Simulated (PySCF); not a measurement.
C5H4F2O, SMILES O=C1C=CCC1(F)F.

Coordinates come from a PBE0-D3(BJ)/def2-SVP optimisation. This is a generated structure with no PubChem entry under its InChIKey; it may be hypothetical. One conformer was computed; it need not be the lowest.

Computed with SMD-PBE0/6-31G* in PySCF.

Solvation free energies are E(SMD) − E(gas) at the gas-phase geometry, for 1 M in both phases. In vacuum the dipole moment is 4.62 D.

```csv
solvent,ΔG(solv) (kcal/mol),its non-electrostatic (CDS) part,dipole (D)
water,-4.6,4.5,6.45
benzene,-5.6,-2.5,5.23
acetonitrile,-7.9,-0.8,6.01
```
